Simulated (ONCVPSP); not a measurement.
# Reading a pseudo-wave (Pm)

Columns: radius, all-electron u(r) and pseudo u(r) of the 5s shell (level -42.20 eV) of promethium in the configuration [Kr] 4d10 4f5 5s2 5p6 6s1.75 6p0.25; PBE, scalar-relativistic, ONCV scheme, ONCVPSP 4.0.1.

```tsv
r (bohr)	all-electron	pseudo
0.170	0.3244	0.1183
0.340	-0.2237	0.2486
0.510	-0.5054	0.3945
0.680	-0.0716	0.5494
0.850	0.4583	0.6972
1.020	0.8115	0.8166
1.190	0.9667	0.8879
1.360	0.9786	0.9013
1.530	0.9060	0.8600
1.700	0.7932	0.7758
1.870	0.6689	0.6656
2.040	0.5494	0.5492
2.210	0.4427	0.4426
2.380	0.3516	0.3515
2.550	0.2762	0.2762
2.720	0.2152	0.2152
2.890	0.1666	0.1666
3.060	0.1283	0.1283
3.230	0.0984	0.0984
3.400	0.0752	0.0752
3.570	0.0574	0.0574
3.740	0.0437	0.0437
3.910	0.0332	0.0332
4.080	0.0252	0.0251
4.250	0.0190	0.0190
4.420	0.0144	0.0144
```

Question: How many radial nodes do the two functions have?

Answer: The all-electron 5s function has n − l − 1 = 4 (the table is too coarse to show those close to the nucleus); the pseudo-wave has 0, since the states of the same l below it are removed with the core.

Question: At about which radius was the pseudo-wave matched?

Answer: 2.15 bohr, where the columns begin to agree (steps of 0.17 bohr).

Question: Where does each function peak?

Answer: Outermost all-electron maximum near 1.36 bohr, pseudo maximum near 1.36 bohr (to the table’s step).

Question: Is the pseudo-wave norm-conserving?

Answer: Yes: the ONCV scheme keeps the norm inside the radius equal to the all-electron one, which fixes the energy derivative of the logarithmic derivative at the level.
